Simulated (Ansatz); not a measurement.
System: C$_{3}$H$_{5}$N (charge 0, singlet). SMILES: [C-]#[N+]CC
Geometry: optimised at B3LYP-D3(BJ)/def2-TZVP (Ansatz, a program for electronic structure).

Quantity: vertical ionisation energy (to the doublet state of charge +1; each state is the SCF solution reached for its spin; the UHF <S^2> is 1.17 for the doublet (pure: 0.75)), in eV. Valence correlation only, unless marked. Open shells are spin-unrestricted. Spin-orbit coupling is left out. Non-relativistic. CBS marks a two-point X^-3 extrapolation of the correlation energy; Hartree-Fock from the larger set. The bracket is a focal-point correction in the basis named.

```
level                                                          program  vertical ionisation energy (eV)
-------------------------------------------------------------  -------  -------------------------------
SVWN5/def2-TZVPD                                                Ansatz                              ___
PBE/def2-TZVPD                                                  Ansatz                              ___
r2SCAN/def2-TZVPD                                               Ansatz                            10.90
BHLYP/def2-TZVPD                                                Ansatz                              ___
wB97X-V/def2-TZVPD                                              Ansatz                            11.33
CCSD/aug-cc-pVDZ                                                Ansatz                            10.90
CCSD/aug-cc-pVTZ                                                Ansatz                            11.06
RI-MP2/CBS(aug-cc-pVTZ,aug-cc-pVQZ)+[CCSD(T)-MP2]/aug-cc-pVTZ   Ansatz                              ___
```

Question: Fill in the missing entries.

Answer: 
- SVWN5/def2-TZVPD, vertical ionisation energy (eV): 10.99
- PBE/def2-TZVPD, vertical ionisation energy (eV): 10.87
- BHLYP/def2-TZVPD, vertical ionisation energy (eV): 11.17
- RI-MP2/CBS(aug-cc-pVTZ,aug-cc-pVQZ)+[CCSD(T)-MP2]/aug-cc-pVTZ, vertical ionisation energy (eV): 11.26
